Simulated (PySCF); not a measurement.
Species: C6H10N2Si.
Bonds: Si1–C2, C2–C3 (aromatic), C3–C4 (aromatic), C4–N5 (aromatic), N5–N6 (aromatic), N6–C7, C7–C8, C8–C9, C2–N6 (aromatic), C7–C9. Hydrogens: H10, H11, H12 on Si1; H13 on C3; H14 on C4; H15 on C7; H16, H17 on C8; H18, H19 on C9.

Level: PBE0/pcSseg-1 and PBE0/def2-SVPD in PySCF, non-relativistic, on one gas-phase PBE0-D3(BJ)/def2-SVP geometry that isn't relaxed in the solvent. The solvent is an IEF-PCM continuum (van der Waals radii × 1.2). Only the electrostatic response of the medium enters.

Gas phase at PBE0/pcSseg-1: HOMO -6.93 eV, LUMO -0.19 eV, dipole 1.45 D.

Question: What does the continuum do to the energy, the frontier levels and the dipole at PBE0/pcSseg-1 in acetone and water?

Answer: 
```tsv
solvent	ε	E(solvent) − E(gas) (kcal/mol)	polarisation term (kcal/mol)	distortion of the solute (kcal/mol)	HOMO (eV)	LUMO (eV)	dipole (D)
acetone	20.49	-4.15	-4.82	0.67	-6.99	-0.27	2.19
water	78.36	-4.44	-5.22	0.78	-7.00	-0.27	2.25
```

The first energy column is the sum of the next two and covers electrostatics alone. From acetone to water the lowering changes by a factor 1.07, Onsager's factor (ε − 1)/(2ε + 1) by 1.06 and ε itself by 3.8.

Question: Which radius a makes the point-dipole formula ΔE = −[(ε − 1)/(2ε + 1)]·μ²/a³ give the value in water, with the gas-phase dipole?

Answer: μ = 0.570 au and |ΔE| = 0.00708 Eh give a = 1.49 Å; the farthest nucleus lies 3.82 Å from the centroid of the nuclei, so such a sphere wouldn't even hold the nuclei. The formula assumes a rigid point dipole at the centre of a sphere.

Question: Which Hirshfeld charges (PBE0/pcSseg-1) respond most in acetone (means over atoms taken as equivalent)?

Answer: 
```
      atoms                          environment  gas (e)  solvent (e)  change
         N5               pyridine-type nitrogen   -0.123       -0.147  -0.024
         C4  aromatic CH next to a ring nitrogen   -0.034       -0.043  -0.009
        H15                     methine hydrogen   +0.054       +0.063  +0.009
        H13                    aromatic hydrogen   +0.053       +0.060  +0.007
    H17/H19                   methylene hydrogen   +0.053       +0.060  +0.007
        Si1                         SiH3 silicon   +0.306       +0.312  +0.006
        H14                    aromatic hydrogen   +0.057       +0.062  +0.005
    H16/H18                   methylene hydrogen   +0.049       +0.044  -0.005
         C3                   aromatic CH carbon   -0.099       -0.103  -0.004
H10/H11/H12                        Si–H hydrogen   -0.073       -0.070  +0.003
         N6                pyrrole-type nitrogen   +0.048       +0.046  -0.002
      C8/C9           three-membered-ring carbon   -0.089       -0.090  -0.001
```

Question: Which Mayer bond orders change most in acetone?

Answer: 
```json
{"bond": "N6–C2", "length (Å)": "1.365", "gas": "1.070", "solvent": "1.083", "change": "+0.013"}
{"bond": "N6–C7", "length (Å)": "1.433", "gas": "0.875", "solvent": "0.867", "change": "-0.008"}
{"bond": "Si1–C2", "length (Å)": "1.866", "gas": "0.907", "solvent": "0.900", "change": "-0.007"}
{"bond": "C3–C4", "length (Å)": "1.406", "gas": "1.360", "solvent": "1.366", "change": "+0.006"}
{"bond": "C4–N5", "length (Å)": "1.328", "gas": "1.487", "solvent": "1.481", "change": "-0.006"}
{"bond": "C7–H15", "length (Å)": "1.093", "gas": "0.929", "solvent": "0.923", "change": "-0.006"}
{"bond": "C2–C3", "length (Å)": "1.393", "gas": "1.361", "solvent": "1.356", "change": "-0.005"}
{"bond": "Si1–H11", "length (Å)": "1.496", "gas": "0.931", "solvent": "0.935", "change": "+0.004"}
```

Question: How do the nuclear quadrupole coupling constants eQVzz/h respond in acetone?

Answer: 
| nucleus | Q (barn) | gas (MHz) | solvent (MHz) | η gas | η solvent |
| --- | --- | --- | --- | --- | --- |
| 14N at N5 | 0.02044 | -4.82 | -4.68 | 0.58 | 0.62 |
| 14N at N6 | 0.02044 | -3.20 | -3.10 | 0.39 | 0.45 |

Gas phase at PBE0/def2-SVPD: HOMO -6.95 eV, LUMO -0.25 eV, dipole 1.42 D.

Question: What does the continuum do to the energy, the frontier levels and the dipole at PBE0/def2-SVPD in acetone?

Answer: 
| solvent | ε | E(solvent) − E(gas) (kcal/mol) | polarisation term (kcal/mol) | distortion of the solute (kcal/mol) | HOMO (eV) | LUMO (eV) | dipole (D) |
| --- | --- | --- | --- | --- | --- | --- | --- |
| acetone | 20.49 | -3.95 | -4.67 | 0.72 | -7.00 | -0.32 | 2.19 |

Question: How does the static polarisability (PBE0/def2-SVPD, frozen core, with the continuum's full static response) change?

Answer: 
```tsv
medium	isotropic (au)	principal values (au)	⟨r²⟩ of the electrons (bohr²)
gas	109.4	81.6, 119.6, 126.9	1473.4
acetone	148.5	114.2, 163.3, 168.0	1472.2
```

The isotropic value in acetone is 1.36 times the gas-phase one; no cavity-field correction is applied. ⟨r²⟩ is taken about the centre of nuclear charge.

Conformer computed: `[SiH3:1][c:2]1[cH:3][cH:4][n:5][n:6]1[CH:7]1[CH2:8][CH2:9]1`: N5–N6–C7–C8 -48°.
